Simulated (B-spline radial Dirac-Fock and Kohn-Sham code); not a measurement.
# Binding energies of Ar⁷⁺ at several levels of theory

System: the Ar⁷⁺ ion in the configuration [Ne] 3s1.

The density-functional columns are spherical, spin-unpolarised Dirac-Kohn-Sham results without Breit or QED terms: −ε is minus the orbital energy of the initial state and ΔSCF the difference of two total energies. The reference in the last column comes from ΔSCF Dirac-Fock with Breit, self-energy and vacuum polarisation, finite nucleus, configuration average. All numbers are from a radial atomic solver, in eV; a selection of levels is shown.

| level | PBE −ε | PBE ΔSCF | LDA −ε | LDA ΔSCF | Dirac-Fock |
| --- | --- | --- | --- | --- | --- |
| L2 (2p1/2) | 370.3 | 398.9 | 370.2 | 398.7 | 395.9 |
| L3 (2p3/2) | 368.0 | 396.4 | 367.9 | 396.3 | 393.7 |
| M1 (3s) | 134.3 | 143.6 | 134.5 | 143.3 | 142.9 |

Problem. Order the estimates of the L2 (2p1/2) level by their distance from the Dirac-Fock value, nearest first.
A. LDA −ε
B. PBE −ε
C. PBE ΔSCF
D. LDA ΔSCF

Solution. D (2.8 eV), C (2.9 eV), B (25.6 eV), A (25.8 eV).

For the outermost level NIST gives 143.4567 eV (semi-empirical); the differences from it are PBE −ε -9.15, PBE ΔSCF +0.14, LDA −ε -8.95, LDA ΔSCF -0.18, Dirac-Fock -0.53 eV.

Values without a named source are computed, but for edge energies of neutral atoms, which are taken from tables.
